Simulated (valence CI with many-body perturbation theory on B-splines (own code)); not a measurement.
## Sb: what the settings do

Calculated by valence CI with perturbative core correlation (CI+MBPT): five valence electrons over a frozen Dirac-Fock core [Kr] 4d10, radial functions for each j: 6 s, 6 p, 5 d, 3 f, 1 g, with the one-electron correlation potential Σ1 (screened to all orders), the two-electron term Σ2, the three-electron term Σ3, Breit, model QED; selected single and double excitations, second order for the rest, scaled by the run's own slope (own B-spline code, finite nucleus).

Against 18 measured levels this calculation errs by 47 cm⁻¹ on average and by 109 at most. These come from a selection out of the NIST Handbook of Basic Atomic Spectroscopic Data. Levels without a partner in it may be off by more. Among the levels kept, up to 1900 cm⁻¹ of a level comes from second order outside the variational space, and about a tenth of that is noise between levels of different J, which matters for small intervals.

The reference run has the lowest level 5s²5p³ ⁴S°_3/2 and an ionisation energy of 8.58000 eV. Its largest variational space holds 9999 state functions.

Names give the largest LS component (configuration and term), which can be under half, so a name can repeat, a term be missing and a line seem to break the LS rules; names also repeat where a configuration has a term twice. Letters in brackets count levels of one name in rising energy.

Changed runs:
A. logarithmic knot step 0.27 → 0.2
B. QED terms on → off
C. scale of Σ1 1 → 0; scale of Σ2 1 → 0; three-electron term on → off
D. size limit of the variational space 10000 → 300; second order for the rest on → off (bad on purpose)

Excitation energies of the reference run in cm⁻¹, and shifts in cm⁻¹:

```
                 Level  Reference         A         B         C         D
        5s²5p³ ²D°_3/2       8566      +0.1      +0.4      +113     +1197
        5s²5p³ ²D°_5/2       9892      +0.3      -3.6       -70      +217
        5s²5p³ ²P°_1/2      16441      +0.4      -2.2      -152      -895
        5s²5p³ ²P°_3/2      18494      +0.7      -8.8      -512      +305
       5s²5p²6s ⁴P_1/2      43195      +1.1       -28      -826     -3403
       5s²5p²6s ⁴P_3/2      45881      +1.6       -35     -1178     -2356
       5s²5p²6s ²P_1/2      46959      +1.5       -33     -1099     -2500
       5s²5p²6s ⁴P_5/2      48270      +1.5       -39     -1341          
       5s²5p²6s ²P_3/2      49370      +1.7       -35     -1234          
      5s²5p²6p ⁴D°_1/2      51544      +1.5       -13      -908          
  5s²5p²6p ⁴D°_3/2 [a]      52486      +1.6       -14      -929          
       5s²5p²5d ⁴P_5/2      53334      +2.3       +27     -2961          
Ionisation energy (eV)    8.58000  +0.00022  -0.00182  -0.12957  -0.66029
```

A blank means that the level has no clear partner in that run.
